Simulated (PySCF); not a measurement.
# A single-point calculation

PbCl4 (singlet). PySCF 2.14.0, RKS CAM-B3LYP, Pb def2-SVP with ECP60, Cl def2-SVP; non-relativistic Hamiltonian with scalar-relativistic core potentials where named; density fitting; no spin-orbit coupling. Purpose: singlet excitations, Tamm-Dancoff CAM-B3LYP.

```python
mol = gto.M(atom='''
Pb    -0.00000    -0.00000     0.00000
Cl     1.96513    -0.00000     1.40049
Cl     0.00000     1.96513    -1.40049
Cl    -1.96513     0.00000     1.40049
Cl    -0.00000    -1.96513    -1.40049''',
    basis={'Pb': 'def2-SVP', 'Cl': 'def2-SVP'},
    ecp={'Pb': 'def2-SVP'},
    charge=0, spin=0)
mf = dft.RKS(mol, xc='CAMB3LYP')
mf.grids.atom_grid = (50, 194)
mf = mf.density_fit()  # fitting sets: Pb def2-universal-JKFIT, Cl def2-universal-JKFIT
mf.conv_tol = 1e-08; mf.max_cycle = 55
mf.kernel(dm0)  # dm0: converged density of the relaxed state
td = mf.TDA(); td.nstates = 8; td.kernel()
```

Run from Python with OMP_NUM_THREADS=2; the lines above give its settings. Where DIIS fails, smearing, a level shift and second-order steps follow.
It took 28 s on 2 threads of Arm Neoverse V1 (shared host), from an already converged density.

Where do the frontier levels lie, over both spins?

HOMO -10.89 eV, LUMO -3.93 eV. 

What are the Mulliken charges and spins?


```tsv
atom	charge (e)	spin (e)
Pb1	0.826	0.000
Cl2	-0.206	0.000
Cl3	-0.206	0.000
Cl4	-0.206	0.000
Cl5	-0.206	0.000
```

Which singlet excitations follow (Tamm-Dancoff, 8 states)?


| state | eV | oscillator strength |
| --- | --- | --- |
| 1 | 3.67 | 0.0000 |
| 2 | 3.67 | 0.0000 |
| 3 | 3.67 | 0.0000 |
| 4 | 3.93 | 0.0000 |
| 5 | 3.94 | 0.0000 |
| 6 | 4.05 | 0.0445 |
| 7 | 4.05 | 0.0445 |
| 8 | 4.06 | 0.0445 |

The geometry was relaxed with PBE0 (Pb def2-SVP with ECP60, Cl def2-SVP).
